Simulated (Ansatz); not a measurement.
Ansatz (an electronic-structure program) job for disilanyl(fluoro)silane (FH₇Si₃), SMILES F[SiH2][SiH2][SiH3], B3LYP-D3(BJ)/def2-SVP. 

Ansatz 0.2 input:
```yaml
crystal:
  periodic: [false, false, false]
  atoms:
    - {symbol: Si, position_ang: [-2.19101873, -0.08209690, 0.35242085]}
    - {symbol: Si, position_ang: [-0.17287203, 1.05469817, 0.22340928]}
    - {symbol: Si, position_ang: [1.71709029, -0.25056854, -0.01093464]}
    - {symbol: F, position_ang: [1.35899654, -1.35889168, -1.13565419]}
    - {symbol: H, position_ang: [-2.13227529, -1.15166003, 1.35452235]}
    - {symbol: H, position_ang: [-3.31606468, 0.77878916, 0.73039082]}
    - {symbol: H, position_ang: [-2.55254126, -0.71004264, -0.92033602]}
    - {symbol: H, position_ang: [-0.21561645, 2.04421566, -0.86947067]}
    - {symbol: H, position_ang: [0.02660858, 1.89181788, 1.42119066]}
    - {symbol: H, position_ang: [2.07507131, -1.07812020, 1.13918540]}
    - {symbol: H, position_ang: [2.93905543, 0.34656698, -0.54313155]}
basis:
  gaussian:
    orbitals: def2-SVP
hamiltonian:
  xc: b3lyp
  dispersion: d3bj
relax: {f_tol: 0.002, max_steps: 200}
```

It prints:

```
WARN ansatz: RAYON_NUM_THREADS=1 ignored (pool sized by the plan → 1); use --threads N
Functional definition: B3LYP
integrals: 0.05 GiB planned
1038 factors; integrals over basis functions are off by at most 3.7e-4 eV
mean field: 0.43 GiB planned
mean field evaluation 1: about -26455.0048 eV, gradient 3.1e1 eV
mean field evaluation 2: about -26453.2184 eV, gradient 4.9e1 eV
mean field evaluation 4: about -26456.8314 eV, gradient 5.7e-1 eV
mean field evaluation 8: about -26456.8323 eV, gradient 4.2e-3 eV
mean field -26456.83230647 eV, -972.2706541779 hartree, gradient 4.4e-5 eV, S^2 0.000000; 0 other end points of the search recorded, 0 dependent functions left out
the calculation of the forces begins
reference -26456.83259900 eV, -972.2706649279 hartree; 29, 29 occupied and 74, 74 virtual orbitals, 1038 factors
relax step   1: F+E_penalty+E_count = -26457.29391413 eV  Δ(F+E_penalty+E_count) = +0.000e0 eV  max|allowed force component| = 7.826e-1 eV/Å  Δτ_max = 0.0000 Å  (22 SCF iters, accepted)
these checks for a lower state are left out or cut short: starts, cluster_reference, orbital_swaps, neighbouring_geometries, increment
integrals: 0.05 GiB planned
1038 factors; integrals over basis functions are off by at most 4.2e-4 eV
mean field: 0.43 GiB planned
mean field evaluation 16: about -26456.9891 eV, gradient 1.1e-1 eV
[...]
integrals: 0.05 GiB planned
1038 factors; integrals over basis functions are off by at most 4.1e-4 eV
mean field: 0.43 GiB planned
mean field evaluation 160: about -26457.0350 eV, gradient 7.8e-5 eV
mean field -26457.03498980 eV, -972.2781026526 hartree, gradient 8.0e-5 eV, S^2 0.000000; 0 other end points of the search recorded, 0 dependent functions left out
the calculation of the forces begins
reference -26457.03528177 eV, -972.2781133823 hartree; 29, 29 occupied and 74, 74 virtual orbitals, 1038 factors
relax step  30: F+E_penalty+E_count = -26457.50905731 eV  Δ(F+E_penalty+E_count) = -2.752e-6 eV  max|allowed force component| = 4.773e-3 eV/Å  Δτ_max = 0.0038 Å  (18 SCF iters, accepted)
these checks for a lower state are left out or cut short: starts, cluster_reference, orbital_swaps, neighbouring_geometries, increment
integrals: 0.05 GiB planned
1038 factors; integrals over basis functions are off by at most 4.1e-4 eV
mean field: 0.43 GiB planned
mean field -26457.03498403 eV, -972.2781024408 hartree, gradient 8.3e-5 eV, S^2 0.000000; 0 other end points of the search recorded, 0 dependent functions left out
the calculation of the forces begins
reference -26457.03527606 eV, -972.2781131727 hartree; 29, 29 occupied and 74, 74 virtual orbitals, 1038 factors
relax step  31: F+E_penalty+E_count = -26457.50905876 eV  Δ(F+E_penalty+E_count) = -1.452e-6 eV  max|allowed force component| = 3.782e-3 eV/Å  Δτ_max = 0.0038 Å  (17 SCF iters, accepted)
these checks for a lower state are left out or cut short: starts, cluster_reference, orbital_swaps, neighbouring_geometries, increment
integrals: 0.05 GiB planned
1038 factors; integrals over basis functions are off by at most 4.1e-4 eV
mean field: 0.43 GiB planned
mean field -26457.03496752 eV, -972.2781018339 hartree, gradient 1.2e-5 eV, S^2 0.000000; 0 other end points of the search recorded, 0 dependent functions left out
the calculation of the forces begins
reference -26457.03525962 eV, -972.2781125683 hartree; 29, 29 occupied and 74, 74 virtual orbitals, 1038 factors
relax step  32: F+E_penalty+E_count = -26457.50905995 eV  Δ(F+E_penalty+E_count) = -1.186e-6 eV  max|allowed force component| = 3.178e-3 eV/Å  Δτ_max = 0.0044 Å  (21 SCF iters, accepted)
these checks for a lower state are left out or cut short: starts, cluster_reference, orbital_swaps, neighbouring_geometries, increment
integrals: 0.05 GiB planned
1038 factors; integrals over basis functions are off by at most 4.1e-4 eV
mean field: 0.43 GiB planned
mean field -26457.03494240 eV, -972.2781009108 hartree, gradient 8.7e-6 eV, S^2 0.000000; 0 other end points of the search recorded, 0 dependent functions left out
the calculation of the forces begins
reference -26457.03523462 eV, -972.2781116497 hartree; 29, 29 occupied and 74, 74 virtual orbitals, 1038 factors
relax step  33: F+E_penalty+E_count = -26457.50906120 eV  Δ(F+E_penalty+E_count) = -1.251e-6 eV  max|allowed force component| = 3.831e-3 eV/Å  Δτ_max = 0.0068 Å  (21 SCF iters, accepted)
these checks for a lower state are left out or cut short: starts, cluster_reference, orbital_swaps, neighbouring_geometries, increment
integrals: 0.05 GiB planned
1038 factors; integrals over basis functions are off by at most 4.1e-4 eV
mean field: 0.43 GiB planned
mean field -26457.03489424 eV, -972.2780991410 hartree, gradient 1.2e-5 eV, S^2 0.000000; 0 other end points of the search recorded, 0 dependent functions left out
the calculation of the forces begins
reference -26457.03518672 eV, -972.2781098895 hartree; 29, 29 occupied and 74, 74 virtual orbitals, 1038 factors
relax step  34: F+E_penalty+E_count = -26457.50906322 eV  Δ(F+E_penalty+E_count) = -2.020e-6 eV  max|allowed force component| = 3.033e-3 eV/Å  Δτ_max = 0.0130 Å  (23 SCF iters, accepted)
these checks for a lower state are left out or cut short: starts, cluster_reference, orbital_swaps, neighbouring_geometries, increment
integrals: 0.05 GiB planned
1038 factors; integrals over basis functions are off by at most 4.1e-4 eV
mean field: 0.43 GiB planned
mean field -26457.03479662 eV, -972.2780955534 hartree, gradient 1.4e-5 eV, S^2 0.000000; 0 other end points of the search recorded, 0 dependent functions left out
the calculation of the forces begins
reference -26457.03508992 eV, -972.2781063321 hartree; 29, 29 occupied and 74, 74 virtual orbitals, 1038 factors
relax step  35: F+E_penalty+E_count = -26457.50905459 eV  Δ(F+E_penalty+E_count) = +8.623e-6 eV  max|allowed force component| = 9.516e-3 eV/Å  Δτ_max = 0.0327 Å  (22 SCF iters, rejected (line search))
these checks for a lower state are left out or cut short: starts, cluster_reference, orbital_swaps, neighbouring_geometries, increment
integrals: 0.05 GiB planned
1038 factors; integrals over basis functions are off by at most 4.1e-4 eV
mean field: 0.43 GiB planned
mean field evaluation 192: about -26457.0349 eV, gradient 1.2e-5 eV
mean field -26457.03487853 eV, -972.2780985636 hartree, gradient 1.2e-5 eV, S^2 0.000000; 0 other end points of the search recorded, 0 dependent functions left out
the calculation of the forces begins
reference -26457.03517140 eV, -972.2781093264 hartree; 29, 29 occupied and 74, 74 virtual orbitals, 1038 factors
relax step  36: F+E_penalty+E_count = -26457.50906417 eV  Δ(F+E_penalty+E_count) = -9.496e-7 eV  max|allowed force component| = 4.038e-3 eV/Å  Δτ_max = 0.0160 Å  (23 SCF iters, accepted)
these checks for a lower state are left out or cut short: starts, cluster_reference, orbital_swaps, neighbouring_geometries, increment
integrals: 0.05 GiB planned
1038 factors; integrals over basis functions are off by at most 4.1e-4 eV
mean field: 0.43 GiB planned
mean field -26457.03489765 eV, -972.2780992662 hartree, gradient 1.2e-5 eV, S^2 0.000000; 0 other end points of the search recorded, 0 dependent functions left out
the calculation of the forces begins
reference -26457.03519063 eV, -972.2781100333 hartree; 29, 29 occupied and 74, 74 virtual orbitals, 1038 factors
relax step  37: F+E_penalty+E_count = -26457.50906305 eV  Δ(F+E_penalty+E_count) = +1.119e-6 eV  max|allowed force component| = 6.253e-3 eV/Å  Δτ_max = 0.0041 Å  (21 SCF iters, rejected (line search))
these checks for a lower state are left out or cut short: starts, cluster_reference, orbital_swaps, neighbouring_geometries, increment
integrals: 0.05 GiB planned
1038 factors; integrals over basis functions are off by at most 4.1e-4 eV
mean field: 0.43 GiB planned
mean field -26457.03489295 eV, -972.2780990937 hartree, gradient 2.1e-5 eV, S^2 0.000000; 0 other end points of the search recorded, 0 dependent functions left out
the calculation of the forces begins
reference -26457.03518578 eV, -972.2781098550 hartree; 29, 29 occupied and 74, 74 virtual orbitals, 1038 factors
relax step  38: F+E_penalty+E_count = -26457.50906580 eV  Δ(F+E_penalty+E_count) = -1.629e-6 eV  max|allowed force component| = 2.910e-3 eV/Å  Δτ_max = 0.0020 Å  (18 SCF iters, accepted)
these checks for a lower state are left out or cut short: starts, cluster_reference, orbital_swaps, neighbouring_geometries, increment
integrals: 0.05 GiB planned
1038 factors; integrals over basis functions are off by at most 4.1e-4 eV
mean field: 0.43 GiB planned
mean field -26457.03489295 eV, -972.2780990937 hartree, gradient 1.1e-5 eV, S^2 0.000000; 0 other end points of the search recorded, 0 dependent functions left out
the calculation of the forces begins
reference -26457.03518580 eV, -972.2781098554 hartree; 29, 29 occupied and 74, 74 virtual orbitals, 1038 factors
relax step  39: F+E_penalty+E_count = -26457.50906602 eV  Δ(F+E_penalty+E_count) = -2.198e-7 eV  max|allowed force component| = 2.327e-3 eV/Å  Δτ_max = 0.0006 Å  (17 SCF iters, accepted)
these checks for a lower state are left out or cut short: starts, cluster_reference, orbital_swaps, neighbouring_geometries, increment
integrals: 0.05 GiB planned
1038 factors; integrals over basis functions are off by at most 4.1e-4 eV
mean field: 0.43 GiB planned
mean field -26457.03489340 eV, -972.2780991103 hartree, gradient 9.6e-6 eV, S^2 0.000000; 0 other end points of the search recorded, 0 dependent functions left out
the calculation of the forces begins
reference -26457.03518626 eV, -972.2781098725 hartree; 29, 29 occupied and 74, 74 virtual orbitals, 1038 factors
relax step  40: F+E_penalty+E_count = -26457.50906621 eV  Δ(F+E_penalty+E_count) = -1.988e-7 eV  max|allowed force component| = 1.438e-3 eV/Å  Δτ_max = 0.0006 Å  (17 SCF iters, accepted)
these checks for a lower state are left out or cut short: starts, cluster_reference, orbital_swaps, neighbouring_geometries, increment
integrals: 0.05 GiB planned
1038 factors; integrals over basis functions are off by at most 4.1e-4 eV
mean field: 0.43 GiB planned
mean field -26457.03489305 eV, -972.2780990972 hartree, gradient 2.5e-5 eV, S^2 0.000000; 0 other end points of the search recorded, 0 dependent functions left out
the calculation of the forces begins
reference -26457.03518595 eV, -972.2781098613 hartree; 29, 29 occupied and 74, 74 virtual orbitals, 1038 factors
relax step  41: F+E_penalty+E_count = -26457.50906640 eV  Δ(F+E_penalty+E_count) = -1.902e-7 eV  max|allowed force component| = 4.633e-4 eV/Å  Δτ_max = 0.0020 Å  (18 SCF iters, accepted)
integrals: 0.05 GiB planned
1038 factors; integrals over basis functions are off by at most 4.1e-4 eV
mean field: 0.43 GiB planned
mean field evaluation 224: about -26457.0349 eV, gradient 2.7e-3 eV
mean field -26457.03489305 eV, -972.2780990972 hartree, gradient 2.5e-5 eV, S^2 0.000000; 1 other end points of the search recorded, 0 dependent functions left out
the calculation of the forces begins
reference -26457.03518595 eV, -972.2781098613 hartree; 29, 29 occupied and 74, 74 virtual orbitals, 1038 factors
Total energy: -26457.50935931 eV, -972.2955354107 hartree
Atom 0 at    -2.098618    -0.103879     0.211986 Å, force     0.000007    -0.000033     0.000093 eV/Å
Atom 1 at    -0.141726     1.190832     0.381260 Å, force    -0.000040     0.000059     0.000042 eV/Å
Atom 2 at     1.619670    -0.315827    -0.035308 Å, force     0.000463     0.000133    -0.000099 eV/Å
Atom 3 at     0.906149    -1.701714    -0.548307 Å, force    -0.000018    -0.000096     0.000003 eV/Å
Atom 4 at    -2.021997    -1.236327     1.178843 Å, force    -0.000042    -0.000053    -0.000014 eV/Å
Atom 5 at    -3.310954     0.712287     0.516373 Å, force     0.000016     0.000026     0.000020 eV/Å
Atom 6 at    -2.210917    -0.644023    -1.172629 Å, force     0.000023    -0.000000    -0.000023 eV/Å
Atom 7 at    -0.146928     2.295243    -0.624728 Å, force     0.000086     0.000030    -0.000035 eV/Å
Atom 8 at    -0.006077     1.786852     1.744532 Å, force    -0.000073    -0.000010     0.000002 eV/Å
Atom 9 at     2.396341    -0.635544     1.195644 Å, force    -0.000216     0.000045    -0.000147 eV/Å
Atom 10 at     2.551491     0.136808    -1.106075 Å, force    -0.000207    -0.000101     0.000157 eV/Å
Dipole moment:     0.083319     0.258420     0.087047 e Å
```

Self-consistency was reached.
